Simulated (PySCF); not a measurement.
F5Nb, SMILES [F][Nb+]([F])([F])([F])[F] (connectivity only; charge and spin as stated), charge +1, multiplicity 2. Atoms are numbered in the order given.

```xyz
6

Nb    -0.0007     0.2187     0.0000
F      0.0195    -2.2839     0.0000
F     -0.1723     1.9959     0.0000
F      0.9223    -0.1545     1.4897
F     -1.6888    -0.3992     0.0000
F      0.9223    -0.1545    -1.4897
```
Charge +1, spin multiplicity 2.

Coordinates come from a PBE0-D3(BJ)/def2-SVP optimisation. The multiplicity is an assumed one; other spin states were not compared. The def2 effective core potentials stand for the cores of Nb; spin–orbit coupling is left out.

All values below come from TDA-PBE/def2-SVPD run with PySCF 2.14.0.

Vertical excitations. The molecule is in vacuum.

Problem. List the lowest excited states. (An estimate is asked for; the answer gives what the named calculation found.)

Solution. 
| state | energy (eV) | λ (nm) | f | main pairs |
|---|---|---|---|---|
| root 1 | 0.50 | 2472 | 0.000 | β HOMO→LUMO 99 % |
| root 2 | 0.86 | 1438 | 0.000 | β HOMO−1→LUMO 97 % |
| root 3 | 1.68 | 738 | 0.000 | β HOMO−2→LUMO 97 % |
| root 4 | 1.72 | 721 | 0.000 | β HOMO−4→LUMO 97 % |
| root 5 | 1.76 | 706 | 0.000 | β HOMO−5→LUMO 92 % |
| root 6 | 1.80 | 688 | 0.000 | β HOMO−6→LUMO 100 % |
| root 7 | 1.85 | 671 | 0.005 | β HOMO−3→LUMO 57 %, β HOMO−7→LUMO 34 % |
| root 8 | 2.14 | 579 | 0.014 | β HOMO−7→LUMO 61 %, β HOMO−3→LUMO 33 % |
| root 9 | 2.72 | 457 | 0.001 | β HOMO−8→LUMO 99 % |
| root 10 | 3.23 | 383 | 0.000 | β HOMO−9→LUMO 100 % |
Unrestricted roots are not spin-pure.
